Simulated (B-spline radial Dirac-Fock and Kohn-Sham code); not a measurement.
ΔSCF core binding energies without Breit or QED terms, calculated with an atomic code on a B-spline grid.

A sound run for Au⁵⁺, configuration [Xe] 4f14 5d6: The ground state converged in 10 iterations, with total energy -19029.45556 Ha, virial ratio 1.87129 and highest orbital energy -76.88 eV. ΔSCF binding energies: K (1s) 81237.9 eV, L3 (2p3/2) 12036.8 eV, M5 (3d5/2) 2292.3 eV.

A second run, with one unsound setting: The ground state had not converged after 5 iterations, with total energy -19029.45539 Ha, virial ratio 1.87127 and highest orbital energy -76.98 eV. ΔSCF binding energies: K (1s) 81237.9 eV, L3 (2p3/2) 12036.8 eV, M5 (3d5/2) 2292.3 eV (not all states converged, so these are not final).

```
iter   energy (Ha)        error
   1   -19025.75620361  2.24e+00
   2   -19029.04152863  1.96e-01
   3   -19029.43098366  5.12e-02
   4   -19029.45184872  2.00e-02
   5   -19029.45538790  3.85e-03
```

Task: Which fault fits the second run best?
A. mesh too coarse
B. overfilled shell
C. too few iterations
D. functional not served

Result: C. The input had maxit = 5: maxit ends the run before self-consistency.
